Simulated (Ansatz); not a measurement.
A made-up structure of LiSiH2Se, doublet:

```xyz
5
angstrom
Li -1.0083 -1.1763 0.8577
Se 0.4203 0.2764 -0.6671
Si 1.2810 -0.8050 1.0567
H -1.0948 -0.0669 -0.6540
H 0.4016 1.7845 -0.5927
```

It is relaxed with PBE-D4/def2-SVP and then PBE0-D4/def2-TZVP (Ansatz 0.2.0). Atoms count as bonded within 1.22 times the sum of their covalent radii (H–H: 0.88 Å). The end point is not checked to be a true minimum.

(1) Does its bonding change? (Judge from chemistry; the calculation decides.)

## Answers

(1) Computed: Yes. Formed: Si3–H4; broken: Se2–H4.

Where it ends: The first stage lowers the energy by 0.83 eV in 16 steps. It ends as LiSiH₂Se ([H]1[Li]2[SeH][Si]12):
```xyz
5
angstrom
Li -1.1012 -0.5490 -0.8678
Se 1.2390 0.0017 -0.7112
Si 0.1056 -0.7639 1.3473
H -1.2686 -0.1336 0.8406
H 1.0251 1.4576 -0.6083
```

Labels in which every atom is bracketed show which atoms are joined, not bond orders.

For scale, one of the runs: PBE0-D4/def2-TZVP relaxation, 111 basis functions, launched by `ansatz run in.yaml --threads 2 --pin off --events-out ev --progress --plain --max-ram 4352MiB`. The run took about 2.9 min on 2 CPU threads of an Arm Neoverse V1 (shared host).
